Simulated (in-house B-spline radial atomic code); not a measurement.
A calculation on the silver ion Ag³⁺: its settings, and results tabulated from the run. All numbers are computed (non-relativistic PBE, spin-polarised, spherical fractional occupations; point nucleus, inside a hard spherical wall at 4.8 bohr) with an all-electron radial atomic-structure program (B-spline basis), not measured.

Command:
```bash
python run_scf.py task.json out
```
Settings:
```
Z                47
configuration    [Kr] 4d8
hamiltonian      nr
method           pbe,pbe
spin_polarised   True
wall_radius      4.8
```

Output (hartree, bohr):
```
 radial grid: 45 intervals, B-splines of order 8, outer radius 4.8 bohr

 iter        energy (Eh)    residual
    1       -5184.754859    5.78e-01
    2       -5189.868654    4.92e-01
    3       -5196.923356    8.38e-02
    4       -5197.159340    1.49e-02
    5       -5197.166297    6.85e-03
    6       -5197.167478    2.99e-03
    7       -5197.167739    8.46e-04
    8       -5197.167766    1.18e-05
    9       -5197.167766    1.17e-06
   10       -5197.167766    8.36e-08

 total energy                     -5197.16777
 kinetic                            5195.0636
 electron-nucleus                 -12315.0943
 Hartree                            2067.4351
 exchange-correlation               -144.5723

 orbital      occ     eigenvalue          <r>       <r^2>       <1/r>       r_max
 1s up      1.000      -902.8545     0.032391   0.0014036      46.478     0.02144
 1s down    1.000      -902.8545     0.032391   0.0014036      46.478     0.02144
 2s up      1.000      -131.4455     0.140502   0.0231918     10.5711      0.1191
 2s down    1.000      -131.4294     0.140496   0.0231902     10.5716      0.1191
 2p up      3.000      -122.4154     0.120027   0.0175314     10.5739     0.09339
 2p down    3.000      -122.4036      0.12002   0.0175294     10.5744     0.09338
 3s up      1.000       -25.1698     0.381212    0.166016     3.76237      0.3445
 3s down    1.000       -25.1624     0.381159     0.16595     3.76243      0.3445
 3p up      3.000       -21.5329     0.373149      0.1615     3.67962      0.3311
 3p down    3.000       -21.5242      0.37309    0.161425     3.67963      0.3311
 3d up      5.000       -14.8140     0.345519    0.142069     3.52712      0.2741
 3d down    5.000       -14.8002     0.345471    0.141995     3.52704      0.2742
 4s up      1.000        -4.6683     0.935195     0.98917     1.46214      0.8474
 4s down    1.000        -4.6076     0.934614    0.988305     1.46391      0.8466
 4p up      3.000        -3.5150     0.998898     1.13927     1.35166       0.885
 4p down    3.000        -3.4537     0.998844     1.13988     1.35271       0.884
 4d up      5.000        -1.6523      1.23467     1.79612     1.07245       1.005
 4d down    3.000        -1.5935      1.24206     1.82205     1.06829       1.005
```

Time taken, with all properties: 0.06 s on 1 thread of Arm Neoverse V2 (shared host).
